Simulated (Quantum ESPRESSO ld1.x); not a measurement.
Question: Radial electron density D(r) = 4 pi r^2 rho(r) of an atom or ion with 8 electrons. Calculated with ld1.x of Quantum ESPRESSO 7.5: Dirac Kohn-Sham, relativistic LDA (MacDonald-Vosko exchange, VWN5 correlation), spin-unpolarised, spherical densities, point nucleus.

| r (bohr) | D(r) (e/bohr) |
|---|---|
| 0.001135 | 3.594 |
| 0.001249 | 4.217 |
| 0.001364 | 4.876 |
| 0.001501 | 5.705 |
| 0.001652 | 6.665 |
| 0.001819 | 7.771 |
| 0.002002 | 9.044 |
| 0.002204 | 10.50 |
| 0.002426 | 12.17 |
| 0.00267 | 14.06 |
| 0.002939 | 16.19 |
| 0.00321 | 18.38 |
| 0.003533 | 21.04 |
| 0.003889 | 23.99 |
| 0.004281 | 27.24 |
| 0.004712 | 30.79 |
| 0.005187 | 34.62 |
| 0.00571 | 38.71 |
| 0.006285 | 43.01 |
| 0.006919 | 47.47 |
| 0.007555 | 51.63 |
| 0.008316 | 56.15 |
| 0.009154 | 60.52 |
| 0.01008 | 64.60 |
| 0.01109 | 68.24 |
| 0.01221 | 71.26 |
| 0.01344 | 73.51 |
| 0.01479 | 74.83 |
| 0.01628 | 75.13 |
| 0.01778 | 74.45 |
| 0.01957 | 72.70 |
| 0.02155 | 70.00 |
| 0.02372 | 66.57 |
| 0.02611 | 62.72 |
| 0.02874 | 58.84 |
| 0.03163 | 55.38 |
| 0.03482 | 52.77 |
| 0.03833 | 51.36 |
| 0.04186 | 51.32 |
| 0.04607 | 52.64 |
| 0.05071 | 55.15 |
| 0.05582 | 58.36 |
| 0.06145 | 61.57 |
| 0.06764 | 63.97 |
| 0.07446 | 64.77 |
| 0.08196 | 63.39 |
| 0.09022 | 59.55 |
| 0.09852 | 53.98 |
| 0.1084 | 46.13 |
| 0.1194 | 37.23 |
| 0.1314 | 28.21 |
| 0.1446 | 19.96 |
| 0.1592 | 13.10 |
| 0.1753 | 7.920 |
| 0.1929 | 4.375 |
| 0.2123 | 2.190 |
| 0.2319 | 1.056 |
| 0.2552 | 0.4259 |
| 0.281 | 0.1509 |
| 0.3093 | 0.04642 |
| 0.3404 | 0.01223 |

What is the nuclear charge?

Answer: Z = 59. The innermost maximum, from 1s, lies near gamma/Z bohr with gamma = sqrt(1 - (Z/c)^2) = 0.903, here 0.0153 bohr (found: 0.0159), and its height grows with Z. The density is that of the praseodymium ion Pr51+ in [He] 2s2 2p4; the configuration itself is not fixed sharply by these data, and Z only to a few units. D(r) has 2 maxima, at r = 0.0159, 0.0739 bohr, and minima at 0.0402 bohr, inside which lie 2.24 electrons.
